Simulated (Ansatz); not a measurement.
Reaction (formal exchange of groups at the Al–C bond): `C[C](C)([AlH2])S` + `BC1(C)CC1` → `B[C]1([AlH2])CC1` + `CC(C)(C)S`

Isolated molecules relaxed with PBE0-D4/def2-TZVP in Ansatz; ΔE leaves out vibrations. CCSD(T)/CBS is the MP2 limit (def2-TZVPP, def2-QZVPP) plus CCSD(T) − MP2 in def2-TZVPP, frozen cores. Functionals use def2-TZVPP. B3LYP here is the variant with VWN-RPA as its local correlation; programs differ in this. Each species was taken in one conformer, which may not be the lowest.

`C[C](C)([AlH2])S`:

Cartesian coordinates in Å:
```
C -0.629 1.278 0.140
C 0.216 0.005 0.149
C 0.394 -0.514 -1.276
Al -0.699 -1.377 1.242
S 1.815 0.286 0.949
H -0.750 1.702 1.140
H -0.155 2.048 -0.483
H -1.624 1.089 -0.279
H 1.025 -1.406 -1.316
H 0.873 0.248 -1.905
H -0.572 -0.753 -1.734
H -2.132 -1.832 0.726
H -0.054 -1.994 2.551
H 2.293 1.220 0.097
```

`BC1(C)CC1`:

```xyz
14

B    -0.004    1.165   -1.230
C    -0.124    0.112   -0.137
C    -1.447   -0.170    0.533
C     0.869   -1.047   -0.203
C     1.123    0.036    0.760
H    -0.936    1.845   -1.558
H     1.056    1.333   -1.766
H    -1.874    0.739    0.965
H    -1.343   -0.904    1.338
H    -2.173   -0.567   -0.182
H     1.504   -1.128   -1.076
H     0.496   -1.991    0.177
H     1.938    0.723    0.571
H     0.915   -0.145    1.808
```

`B[C]1([AlH2])CC1`:

```xyz
13

B    -0.269    1.084    1.298
C     0.071    0.009    0.271
Al   -0.037   -1.882    0.659
C    -0.535    0.441   -1.112
C     0.914    0.454   -0.934
H    -0.073    2.243    1.032
H    -0.769    0.821    2.357
H     0.215   -2.893   -0.547
H    -0.367   -2.424    2.113
H    -1.063    1.387   -1.143
H    -0.990   -0.343   -1.709
H     1.409    1.415   -0.849
H     1.495   -0.312   -1.436
```

`CC(C)(C)S`:

Cartesian coordinates in Å:
```
C 0.434 0.018 -1.369
C 0.095 0.161 0.108
C -1.240 0.876 0.278
C 0.055 -1.202 0.784
S 1.326 1.241 0.937
H 0.475 0.993 -1.857
H 1.401 -0.471 -1.506
H -0.326 -0.590 -1.871
H -1.222 1.863 -0.189
H -1.491 0.999 1.334
H -2.032 0.290 -0.194
H -0.711 -1.830 0.317
H -0.176 -1.105 1.846
H 1.014 -1.717 0.690
H 2.400 0.473 0.692
```

```json
{"level": "PBE-D4", "ΔE (kJ/mol)": "-19.7", "difference from CCSD(T)/CBS": "9.4"}
{"level": "r2SCAN-D4", "ΔE (kJ/mol)": "-25.4", "difference from CCSD(T)/CBS": "3.7"}
{"level": "PBE0-D4", "ΔE (kJ/mol)": "-22.2", "difference from CCSD(T)/CBS": "6.9"}
{"level": "B3LYP-D4", "ΔE (kJ/mol)": "-22.6", "difference from CCSD(T)/CBS": "6.5"}
{"level": "ωB97X-V", "ΔE (kJ/mol)": "-24.8", "difference from CCSD(T)/CBS": "4.3"}
{"level": "ωB97M-V", "ΔE (kJ/mol)": "-25.3", "difference from CCSD(T)/CBS": "3.8"}
{"level": "B2PLYP", "ΔE (kJ/mol)": "-26.1", "difference from CCSD(T)/CBS": "3.0"}
{"level": "PBE", "ΔE (kJ/mol)": "-19.6", "difference from CCSD(T)/CBS": "9.5"}
{"level": "r2SCAN", "ΔE (kJ/mol)": "-25.3", "difference from CCSD(T)/CBS": "3.8"}
{"level": "PBE0", "ΔE (kJ/mol)": "-22.2", "difference from CCSD(T)/CBS": "6.9"}
{"level": "B3LYP", "ΔE (kJ/mol)": "-22.5", "difference from CCSD(T)/CBS": "6.6"}
{"level": "HF/def2-TZVPP", "ΔE (kJ/mol)": "-28.8", "difference from CCSD(T)/CBS": "0.3"}
{"level": "MP2/def2-TZVPP", "ΔE (kJ/mol)": "-31.6", "difference from CCSD(T)/CBS": "-2.5"}
{"level": "SCS-MP2/def2-TZVPP", "ΔE (kJ/mol)": "-30.9", "difference from CCSD(T)/CBS": "-1.8"}
{"level": "CCSD/def2-TZVPP", "ΔE (kJ/mol)": "-29.1", "difference from CCSD(T)/CBS": "0.0"}
{"level": "CCSD(T)/def2-TZVPP", "ΔE (kJ/mol)": "-29.8", "difference from CCSD(T)/CBS": "-0.7"}
{"level": "HF/def2-QZVPP", "ΔE (kJ/mol)": "-28.8", "difference from CCSD(T)/CBS": "0.3"}
{"level": "MP2/def2-QZVPP", "ΔE (kJ/mol)": "-31.2", "difference from CCSD(T)/CBS": "-2.1"}
{"level": "SCS-MP2/def2-QZVPP", "ΔE (kJ/mol)": "-30.6", "difference from CCSD(T)/CBS": "-1.5"}
{"level": "HF/CBS(def2)", "ΔE (kJ/mol)": "-28.8", "difference from CCSD(T)/CBS": "0.3"}
{"level": "MP2/CBS(def2)", "ΔE (kJ/mol)": "-30.9", "difference from CCSD(T)/CBS": "-1.8"}
{"level": "CCSD/CBS(def2)", "ΔE (kJ/mol)": "-28.4", "difference from CCSD(T)/CBS": "0.7"}
{"level": "CCSD(T)/CBS", "ΔE (kJ/mol)": "-29.1", "difference from CCSD(T)/CBS": "0"}
```

Largest T1 diagnostic among the species: 0.010.
